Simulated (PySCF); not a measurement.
CH3BrSTe, SMILES [Te](Br)SC.

Coordinates come from a B3LYP-D3(BJ)/def2-SVP optimisation. This is a generated structure with no PubChem entry under its InChIKey; it may be hypothetical. The def2 effective core potentials stand for the cores of Te; spin–orbit coupling is left out. Other conformers were not sampled.

Calculation: PySCF with ωB97X/def2-TZVP.

The molecule is in vacuum.

Computed frontier levels, gap, dipole moment and polarisability:
```json
{
 "highest_occupied_level": "-8.74 eV",
 "lowest_empty_level": "-0.79 eV",
 "orbital_gap": "7.95 eV",
 "dipole_moment": "2.55 D",
 "quadrupole, principal values (traceless, Buckingham form, about the centre of nuclear charge)": "-7.00, -0.99, 7.99 D·Å",
 "mean_static_polarisability": "91.5 bohr³ (13.56 Å³)",
 "polarisability_principal_values": "66.1, 86.5, 121.9 bohr³"
}
```
